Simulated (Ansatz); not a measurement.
Consider the redistribution: `CC(F)[SiH3]` + `CB(N)Cl` → `CC(F)[SiH2]N` + `CBCl`.

Isolated molecules relaxed with PBE0-D4/def2-TZVP in Ansatz; ΔE leaves out vibrations. CBS: MP2 limit from def2 TZ/QZ plus the TZ coupled-cluster correction, frozen cores. This one scheme is used for every species. DFT in def2-TZVPP. One conformer a species, not always the lowest.

Problem. Is it downhill or uphill in electronic energy at CCSD(T)/CBS, and by how much? (An estimate is asked.)

Solution. Ansatz gave: Uphill: ΔE = +81.4 kJ/mol.

Problem. What do these levels give: r2SCAN-D4, ωB97X-V, SCS-MP2/def2-TZVPP, CCSD/def2-TZVPP, MP2/def2-QZVPP, MP2/CBS(def2)? (Best estimate.)

Solution. The calculation gave: r2SCAN-D4 85.9, ωB97X-V 82.7, SCS-MP2/def2-TZVPP 81.4, CCSD/def2-TZVPP 82.6, MP2/def2-QZVPP 81.1, MP2/CBS(def2) 80.4 kJ/mol.

Largest T1 diagnostic among the species: 0.011.

In def2-TZVPP, CCSD(T) changes the Hartree–Fock value by +6.0 kJ/mol (the triples alone add +1.2 kJ/mol) and MP2 by +5.0 kJ/mol.
